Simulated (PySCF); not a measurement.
1,2,4-triazole (C₂H₃N₃), SMILES c1nc[nH]n1.

Geometry: TPSSh-D3(BJ)/def2-SVP.

These are TDDFT-CAM-B3LYP/def2-SVPD (PySCF) values and carry that method's errors.

Vertical excitations. Isolated molecule, no solvent. State labels are in the subgroup Cs.

Computed UV-visible absorptions:
| state | symmetry | energy (eV) | λ (nm) | f | main pairs |
|---|---|---|---|---|---|
| S1 | A" | 6.46 | 192 | 0.005 | HOMO−1→LUMO 98 % |
| S2 | A' | 7.17 | 173 | 0.096 | HOMO→LUMO 80 % |
| S3 | A" | 7.43 | 167 | 0.000 | HOMO−1→LUMO+2 53 %, HOMO→LUMO+1 28 %, HOMO−3→LUMO 17 % |
| S4 | A" | 7.45 | 166 | 0.004 | HOMO→LUMO+1 68 %, HOMO−1→LUMO+2 22 % |
| S5 | A' | 7.51 | 165 | 0.032 | HOMO−2→LUMO 61 %, HOMO→LUMO+2 24 %, HOMO→LUMO 12 % |
| S6 | A" | 7.94 | 156 | 0.004 | HOMO−3→LUMO 74 %, HOMO−1→LUMO+2 23 % |
| S7 | A' | 8.17 | 152 | 0.023 | HOMO−1→LUMO+1 91 % |
| S8 | A" | 8.34 | 149 | 0.000 | HOMO−2→LUMO+1 87 % |
| S9 | A' | 8.53 | 145 | 0.319 | HOMO→LUMO+2 62 %, HOMO−2→LUMO 25 % |
| S10 | A" | 8.54 | 145 | 0.007 | HOMO→LUMO+3 80 % |
| T1 | A' | 4.77 | 260 | 0 | HOMO→LUMO 91 % |
| T2 | A" | 5.93 | 209 | 0 | HOMO−1→LUMO 88 % |
| T3 | A' | 6.00 | 207 | 0 | HOMO−2→LUMO 88 % |
| T4 | A' | 6.40 | 194 | 0 | HOMO→LUMO+2 84 % |
Triplets are in the Tamm–Dancoff approximation, which puts them higher than full response would, so one can lie above its singlet here.
